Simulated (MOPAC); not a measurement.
MOPAC input (PM3):

```
PM3 FORCE THERMO(298,298) PRECISE LET CHARGE=1 GEO-OK AUX(PRECISION=9) THREADS=1
C3H10BO

C     1.97086523 1    0.37220859 1    0.09657501 1
O     0.81549322 1   -0.49267452 1   -0.00074465 1
B    -0.64563341 1   -0.06018415 1   -0.02844882 1
C    -0.88592524 1    1.40052506 1   -0.26783795 1
C    -1.53554098 1   -1.25917603 1    0.12529328 1
H     1.78223040 1    1.21671717 1   -0.57595773 1
H     2.83792159 1   -0.20711148 1   -0.24209284 1
H     2.08959510 1    0.70779313 1    1.13336111 1
H     1.03181616 1   -1.36067452 1    0.35129831 1
H    -0.34034521 1    2.06384482 1    0.42243131 1
H    -1.96014093 1    1.62929342 1   -0.16593078 1
H    -0.59130691 1    1.68624335 1   -1.29453725 1
H    -1.07257326 1   -2.25190492 1    0.22436505 1
H    -2.22043053 1   -1.30290649 1   -0.74297309 1
H    -2.17169797 1   -1.10351532 1    1.01820665 1
```

Output:

```
 *******************************************************************************
 **                                                                           **
 **                              MOPAC v23.2.5                                **
 **                                                                           **
 *******************************************************************************
 ** MOPAC's Digital Object Identifier: https://doi.org/10.5281/zenodo.6511958 **
 **                                                                           **
 ** Please cite the open-source release paper for use of this MOPAC version:  **
 ** J. E. Moussa and J. J. P. Stewart (2026)                                  **
 ** MOPAC: An open-source semiempirical molecular orbital program             **
 ** J. Open Source Softw., 11(119), 8025, https://doi.org/10.21105/joss.08025 **
 *******************************************************************************

                              PM3 CALCULATION RESULTS

 *******************************************************************************
 *  PM3        - The PM3 Hamiltonian to be used
 *  GEO-OK     - OVERRIDE INTERATOMIC DISTANCE AND OTHER SAFETY CHECKS
 *
 *
 *
 *                 CHARGE ON SYSTEM = +1
 *
 *
 *
 *  LET        - OVERRIDE SOME SAFETY CHECKS
 *  PRECISE    - TIGHTER CRITERIA TO BE USED
 *  FORCE      - FORCE CALCULATION SPECIFIED
 *  AUX        - OUTPUT AUXILIARY INFORMATION
 *  THERMO     - THERMODYNAMIC QUANTITIES TO BE CALCULATED
 *******************************************************************************
PM3 FORCE THERMO(298,298) PRECISE LET CHARGE=1 GEO-OK AUX(PRECISION=9) THREADS=1
 C3H10BO

   ATOM   CHEMICAL          X               Y               Z
  NUMBER   SYMBOL      (ANGSTROMS)     (ANGSTROMS)     (ANGSTROMS)

     1       C          1.97086523  *   0.37220859  *   0.09657501  *
     2       O          0.81549322  *  -0.49267452  *  -0.00074465  *
     3       B         -0.64563341  *  -0.06018415  *  -0.02844882  *
     4       C         -0.88592524  *   1.40052506  *  -0.26783795  *
     5       C         -1.53554098  *  -1.25917603  *   0.12529328  *
     6       H          1.78223040  *   1.21671717  *  -0.57595773  *
     7       H          2.83792159  *  -0.20711148  *  -0.24209284  *
     8       H          2.08959510  *   0.70779313  *   1.13336111  *
     9       H          1.03181616  *  -1.36067452  *   0.35129831  *
    10       H         -0.34034521  *   2.06384482  *   0.42243131  *
    11       H         -1.96014093  *   1.62929342  *  -0.16593078  *
    12       H         -0.59130691  *   1.68624335  *  -1.29453725  *
    13       H         -1.07257326  *  -2.25190492  *   0.22436505  *
    14       H         -2.22043053  *  -1.30290649  *  -0.74297309  *
    15       H         -2.17169797  *  -1.10351532  *   1.01820665  *

          CARTESIAN COORDINATES

    NO.       ATOM           X           Y           Z

     1         C          1.9709      0.3722      0.0966
     2         O          0.8155     -0.4927     -0.0007
     3         B         -0.6456     -0.0602     -0.0284
[...]
 REDUCED MASS        0.6827         C  1 -- O  2          +1.1% ( 10.9%)      1.8%
 EFFECTIVE MASS      1.5454
 FORCE CONSTANT      3.7599

 VIBRATION         36   36A           ATOM PAIR      ENERGY CONTRIBUTION    RADIAL
 FREQUENCY          3081.95         C  1 -- H  6         +57.7% ( 73.9%)     99.4%
 TRANSITION DIPOLE   0.2793         C  1 -- H  7         +26.5% ( 50.1%)     95.7%
 TRAVEL (Ang.)       0.2319         C  1 -- H  8         +15.5% ( 38.3%)     91.1%
 REDUCED MASS        0.4070         C  1 -- O  2          +0.2% (  4.7%)     69.2%
 EFFECTIVE MASS      1.1273
 FORCE CONSTANT      2.2775

 VIBRATION         37   37A           ATOM PAIR      ENERGY CONTRIBUTION    RADIAL
 FREQUENCY          3131.43         C  5 -- H 13         +34.4% ( 56.7%)     99.5%
 TRANSITION DIPOLE   0.8282         C  4 -- H 10         +21.0% ( 44.3%)     98.3%
 TRAVEL (Ang.)       0.3243         C  4 -- H 11         +16.7% ( 39.5%)     97.4%
 REDUCED MASS        0.2047         C  4 -- H 12         +11.0% ( 32.0%)     94.8%
 EFFECTIVE MASS      1.1494
 FORCE CONSTANT      1.1829

 VIBRATION         38   38A           ATOM PAIR      ENERGY CONTRIBUTION    RADIAL
 FREQUENCY          3136.11         C  5 -- H 13         +31.6% ( 54.2%)     99.4%
 TRANSITION DIPOLE   0.4372         C  4 -- H 10         +21.2% ( 44.3%)     98.1%
 TRAVEL (Ang.)       0.3321         C  4 -- H 11         +17.5% ( 40.3%)     97.3%
 REDUCED MASS        0.1950         C  4 -- H 12         +11.7% ( 33.0%)     94.9%
 EFFECTIVE MASS      1.1523
 FORCE CONSTANT      1.1297

 VIBRATION         39   39A           ATOM PAIR      ENERGY CONTRIBUTION    RADIAL
 FREQUENCY          3707.41         O  2 -- H  9         +99.1% (100.0%)    100.0%
 TRANSITION DIPOLE   1.0286         C  1 -- O  2          +0.4% (  6.6%)      9.8%
 TRAVEL (Ang.)       0.1385         O  2 -- B  3          +0.4% (  6.6%)     22.2%
 REDUCED MASS        0.9478
 EFFECTIVE MASS      1.3855
 FORCE CONSTANT      7.6757

      SYMMETRY NUMBER FOR POINT-GROUP C1  =  1

          SYSTEM IS A GROUND STATE

 C3H10BO

          MOLECULE IS NOT LINEAR

          THERE ARE 39 GENUINE VIBRATIONS IN THIS SYSTEM
          THIS THERMODYNAMICS CALCULATION IS LIMITED TO
          MOLECULES WHICH HAVE NO INTERNAL ROTATIONS

                    CALCULATED THERMODYNAMIC PROPERTIES
                                          *
   TEMP. (K)   PARTITION FUNCTION   H.O.F.    ENTHALPY  HEAT CAPACITY ENTROPY
                                   KCAL/MOL   CAL/MOLE    CAL/K/MOL  CAL/K/MOL

 298.00  VIB.     0.1721D+03                  3422.4322    22.3443    21.7151
         ROT.     0.1099D+06                   888.2803     2.9808    26.0467
         INT.     0.1891D+08                  4310.7125    25.3251    47.7618
         TRA.     0.6020D+27                  1480.4672     4.9680    38.7745
         TOT.                      100.752    5791.1797    30.2931    86.5362

   *: NOTE: HEATS OF FORMATION ARE RELATIVE TO THE
            ELEMENTS IN THEIR STANDARD STATE AT 298K
              (=  Standard Enthalpy of Formation).

            Hvib:  Zero-point energy is not included.
                   frequencies of less than zero cm-1 are not included.
            Hrot = (3/2)RT
            Htra = (3/2)RT + pV = (5/2)RT

            Heat capacity is Cp, not Cv

          For more information, see: HTTP://OpenMOPAC.net/Manual/thermochemistry.html

           FORCE CONSTANT IN CARTESIAN COORDINATES (Millidynes/A)

    ATOM   CHEMICAL       X               Y               Z
   NUMBER   SYMBOL  FORCE CONSTANT  FORCE CONSTANT  FORCE CONSTANT

      1       C        6.408704        8.764658        8.348122
      2       O        6.931503        8.344831        1.857252
      3       B        5.677148        5.272268        2.386920
      4       C        7.581040        7.062790        7.056150
      5       C        6.739061        7.917176        7.006598
      6       H        0.949077        2.930197        2.588669
      7       H        0.930233        4.434476        1.007873
      8       H        1.066315        0.785781        4.551295
      9       H        1.524330        5.745798        1.342907
     10       H        3.551730        0.751898        2.126002
     11       H        2.620976        3.117354        0.672224
     12       H        0.983827        0.523874        4.743104
     13       H        0.814020        5.101268        0.687415
     14       H        1.921803        1.063601        3.232652
     15       H        0.902483        1.636237        3.630271

 **********************
 *                    *
 * JOB ENDED NORMALLY *
 *                    *
 **********************

 == MOPAC DONE ==
```

The dipole moment of an ion depends on the origin.
